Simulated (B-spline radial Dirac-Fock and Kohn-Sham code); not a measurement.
Calculated with an atomic code on a B-spline grid, using the Dirac equation of a negative muon with reduced mass in the field of a spherical finite nucleus, with the Uehling potential to all orders; nuclear polarisation, deformation, hyperfine structure, self-energy, higher-order vacuum polarisation, relativistic recoil and electron screening are left out. The nuclear charge is a Fermi distribution (skin thickness 2.3 fm).

Problem. A muonic atom of atomic mass 191.96 u emits these computed lines: 2p3/2 → 1s1/2 5780 keV, 3d5/2 → 2p3/2 2341 keV, 4f7/2 → 3d5/2 870.0 keV, 5g9/2 → 4f7/2 400.1 keV. Which element is it, and what rms charge radius was used?

Solution. Gold (Z = 79, nuclide ¹⁹²Au); the high transitions hardly feel the nucleus and fix Z. The 2p → 1s line lies 9051 keV below the value for a point nucleus without QED, which for this nuclear model gives a radius near 5.42 fm (5.4179 fm was used).
